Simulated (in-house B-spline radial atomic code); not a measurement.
Inner-shell binding energies (edges) and X-ray emission energies of free atoms and ions, as differences of relaxed hole-state energies with first-order Breit, QED and recoil terms, without correlation or multiplet splittings, in NIST's listed ground configurations. For neutral atoms such line energies lie within some 1 to 5 eV of tabulated X-ray lines (up to 20 eV for the heaviest). K = 1s, L1 = 2s. A dash marks a subshell that is part filled or wasn't run, or a line left out. Computed with an all-electron radial atomic-structure program (B-spline basis): Dirac-Hartree-Fock, average of the configuration, finite nuclei.

```
 ion  configuration  K edge (eV)  L1 edge (eV)
   P   [Ne] 3s2 3p3      2152.66         197.9
  S+   [Ne] 3s2 3p3      2493.92        250.92
Cl2+   [Ne] 3s2 3p3      2863.26        311.37
Ar3+   [Ne] 3s2 3p3      3260.56        379.09
 K4+   [Ne] 3s2 3p3       3685.8        453.98
Ca5+   [Ne] 3s2 3p3      4138.99        535.99
Sc6+   [Ne] 3s2 3p3      4620.17        625.12
Ti7+   [Ne] 3s2 3p3      5129.38        721.34
```
